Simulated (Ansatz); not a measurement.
Calculated with Ansatz (gas phase, PBE0-D4/def2-TZVP geometries, no zero-point term in ΔE). CCSD(T)/CBS is the MP2 limit (def2-TZVPP, def2-QZVPP) plus CCSD(T) − MP2 in def2-TZVPP, frozen cores. This one scheme is used for every species. DFT in def2-TZVPP. For Ge outer-core shells are correlated without core-valence functions, which leaves a few kJ/mol of doubt a bond. Scalar relativity is left out up to krypton. Each species was taken in one conformer, which may not be the lowest.

`O[SiH]([SiH3])[GeH3]` → `O[SiH]` + `[SiH3][GeH3]`  (silylene formation by 1,1-elimination)

`O[SiH]([SiH3])[GeH3]`:

Z-matrix (Å, degrees):
```
Si
Si 1 2.338
Ge 1 2.389 2 110.7
O 1 1.658 2 107.0 3 122.2
H 1 1.495 2 109.5 3 -117.5
H 2 1.489 1 108.1 3 58.6
H 2 1.487 1 110.4 3 -60.2
H 2 1.487 1 111.6 3 178.3
H 3 1.542 1 110.8 2 173.4
H 3 1.539 1 110.4 2 -67.2
H 3 1.539 1 111.6 2 53.3
H 4 0.959 1 117.4 2 179.9
```

`O[SiH]`:

```xyz
4

O     0.197    0.708   -0.254
Si    0.053   -0.905    0.100
H     0.936    0.920   -0.829
H    -1.186   -0.722    0.983
```

`[SiH3][GeH3]`:

```xyz
8

Si   -0.820   -0.674    0.561
Ge    0.805    0.661   -0.550
H    -1.864    0.193    1.168
H    -0.176   -1.474    1.635
H    -1.467   -1.600   -0.406
H     0.151    1.488   -1.670
H     1.895   -0.224   -1.176
H     1.476    1.630    0.437
```

```
               species  ωB97X-V energy (Eh)
`O[SiH]([SiH3])[GeH3]`          -2735.80493
              `O[SiH]`           -365.87233
        `[SiH3][GeH3]`          -2369.86234
```

**Question.** Work out ΔE.

**Answer.** ΔE = (-365.87233) + (-2369.86234) − (-2735.80493) = 0.07026 Eh = +184.5 kJ/mol. CCSD(T)/CBS gives +175.9 kJ/mol.

Largest T1 diagnostic among the species: 0.016.

From PBE to PBE0 (25 % exact exchange), in def2-TZVPP and without D4, ΔE moves by +10.7 kJ/mol. In def2-TZVPP, CCSD(T) changes the Hartree–Fock value by +11.8 kJ/mol (the triples alone add +2.8 kJ/mol) and MP2 by +23.6 kJ/mol. The D4 term adds +16.3 kJ/mol with B3LYP and +9.1 kJ/mol with PBE0; it sums over pairs of atoms, weighted by their polarisabilities, and B3LYP, whose exchange is more repulsive, gets the larger term.

B3LYP here is the variant with VWN-RPA as its local correlation; programs differ in this.
